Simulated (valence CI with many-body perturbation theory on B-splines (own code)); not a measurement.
Values are calculated unless marked as measured or tabulated.
# Tl⁴⁹⁺: what the settings do

Level of theory: valence CI with perturbative core correlation (CI+MBPT): four valence electrons over a frozen Dirac-Fock core [Ar] 3d10, radial functions for each j: 6 s, 6 p, 5 d, 3 f, 1 g, with the one-electron correlation potential Σ1, the two-electron term Σ2, the three-electron term Σ3, Breit, model QED; selected CI, second order for the rest, scaled by the run's own slope (own B-spline code, finite nucleus).

The last digits are not significant, and no measured levels were compared; by estimate large intervals hold to a few tenths of a per cent, small ones and those within an open d or f shell to about a per cent.

The reference run has the lowest level (4s^2 4p1/2^2) J=0 and an ionisation energy of 2856.21 eV. Its largest variational space holds 9998 state functions.

Levels are named by their leading jj configuration (3d3/2^4 stands for four electrons in 3d with j = 3/2), which in mixed levels can hold well under half, so a name can repeat and another be missing. Letters in brackets count levels of one name in rising energy.

Reference levels: (4s^2 4p1/2 4p3/2) J=1 1218980, (4s^2 4p1/2 4p3/2) J=2 1258490, (4s 4p1/2^2 4p3/2) J=2 2143840, (4s 4p1/2^2 4p3/2) J=1 2278620, (4s^2 4p3/2^2) J=2 2507550, (4s^2 4p3/2^2) J=0 2592550, (4s^2 4p1/2 4d3/2) J=2 2654680, (4s^2 4p1/2 4d3/2) J=1 2826440, (4s^2 4p1/2 4d5/2) J=2 2999840, (4s^2 4p1/2 4d5/2) J=3 3009810, (4s 4p1/2 4p3/2^2) J=2 [a] 3339270, (4s 4p1/2 4p3/2^2) J=3 3416140 cm⁻¹.

Q: Rank these changes by the mean size of the shift of these levels, smallest first.
A. shift of the energy in Σ1 (hartree) 0 → -46.817
B. size limit of the variational space 10000 → 3000; core polarisation of operators on → off
C. size limit of the variational space 10000 → 100; second order for the rest on → off
D. orbitals per symmetry with explicit Σ2 and valence Breit (the others get mean screening factors) 5 → 4

A: B (2 cm⁻¹), D (13 cm⁻¹), A (430 cm⁻¹), C (2500 cm⁻¹).
